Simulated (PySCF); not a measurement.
**Correlation energy of S²⁺ (sulfur, charge +2)**

[Ne] 3s1 3p2 3d1, one real determinant (an excited configuration). Calculation: PySCF 2.14, in aug-cc-pwCVTZ (8s7p5d3f, 75 functions); the non-relativistic Hamiltonian (point nucleus). Frozen: [Ne]; 4 electrons correlated.

```json
{"level": "CCSD", "correlation energy (mhartree)": "-67.73"}
{"level": "(T)", "correlation energy (mhartree)": "-6.11"}
{"level": "CCSD(T)", "correlation energy (mhartree)": "-73.84"}
```

Diagnostics: T1 = 0.024, D1 = 0.0626, largest double amplitude 0.473.

The real determinant used has ⟨L²⟩ near 8 against 12 for a pure F term, so it mixes terms. The outer electron is Rydberg-like, and this basis confines it to a smaller radius and binds it less than a complete one would. A double-excitation amplitude exceeds 0.15, a sign of near-degeneracy.

Cost of the coupled-cluster step: of the order of 6 core-seconds, for 4 correlated electrons.

The reference is one real determinant that mixes LS terms of this configuration.
